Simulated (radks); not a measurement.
Neutral technetium, 43 electrons, occupied as [Kr] 4d5 5s1.5 5p0.5 (fractional occupations, a model configuration).

All-electron calculation, scalar-relativistic Kohn-Sham, PBE, spin-unpolarised, spherical densities, point nucleus. Program: a radial shooting solver on a logarithmic mesh with Libxc functionals.

Energy parts (hartree):
part                        energy
total                  -4285.52435
kinetic                 4425.16898
electron-nucleus      -10326.98707
Hartree                 1744.47155
exchange-correlation    -128.17780

Orbitals (lengths in bohr, moments of r in powers of bohr):
orbital  occ.  eigenvalue (hartree)      <r>
1s          2             -766.9404  0.03428
2s          2             -109.4443   0.1496
2p          6             -97.95246   0.1304
3s          2             -19.08716   0.4154
3p          6             -15.31465   0.4163
3d         10              -9.21060   0.3990
4s          2              -2.72469    1.058
4p          6              -1.69445    1.172
4d          5              -0.27117    1.710
5s        1.5              -0.20317    3.260
5p        0.5              -0.06513    4.664

The highest occupied level is 5p at -1.772 eV. The density falls to 0.001 e/bohr^3 at r = 4.83 bohr. Summed over all electrons, <r^2> = 64.78 bohr^2, which gives a Langevin (diamagnetic) susceptibility term of -51.3 x 10^-6 cm^3/mol.
